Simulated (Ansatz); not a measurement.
Cartesian coordinates in Å:
```
C 0.268 1.426 -0.570
O 1.134 0.414 -0.115
Ge 0.441 -0.999 0.703
Se -1.076 -2.137 -0.694
H 0.877 2.206 -1.033
H -0.440 1.051 -1.319
H -0.303 1.880 0.251
H 1.640 -1.908 0.973
H -0.314 -0.534 1.961
H -2.226 -1.400 -0.157
```

Charge 0, multiplicity 1.

Task: List the r2SCAN/def2-TZVPP orbital energies in eV (Ansatz). (Best estimate.)

Result: Computed: Occupied: -12334.21, -10835.00, -1574.87, -1412.11, -1412.09, -1412.03, -1350.04, -1200.11, -1200.08, -1200.08, -515.77, -274.24, -210.98, -168.28, -154.44, -154.35, -154.16, -118.01, -117.96, -117.92, -54.82, -54.79, -54.65, -54.58, -54.56, -31.41, -31.27, -31.23, -31.18, -31.18, -26.21, -18.36, -17.53, -14.12, -11.47, -11.35, -11.10, -10.21, -8.96, -8.28, -7.58, -6.71, -6.32. Lowest empty: -0.86, -0.39, 0.01, 0.86, 1.57, 2.06, 2.96, 3.38.
